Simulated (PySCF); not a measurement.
How methods differ on the ionisation energy of V²⁺

V²⁺ [Ar] 3d3 (4F) → V³⁺ [Ar] 3d2 (3F), as a difference of total energies. Calculation: PySCF 2.14, in aug-cc-pVDZ (7s6p4d2f, 59 functions); the non-relativistic Hamiltonian (point nucleus). Correlated levels: valence: [Ar] frozen. The calculations carry no spin-orbit coupling.

```csv
method,ionisation energy (eV)
UHF,28.663
M06-2X,29.738
BP86,30.347
MP2 (valence),28.949
SCS-MP2 (valence),28.758
```

Task: How much does correlation contribute at MP2 (valence)?

Result: 28.949 − (28.663) = 0.286 eV, measured against UHF.

These non-relativistic numbers lack the scalar-relativistic shift.

The reference lies between the lowest fine-structure levels, while these numbers refer to the centres of the terms.

Errors of the correlated levels include the incompleteness of this basis and the frozen core.

For comparison: 29.311 eV (measured; NIST Atomic Spectra Database, ionization energies).
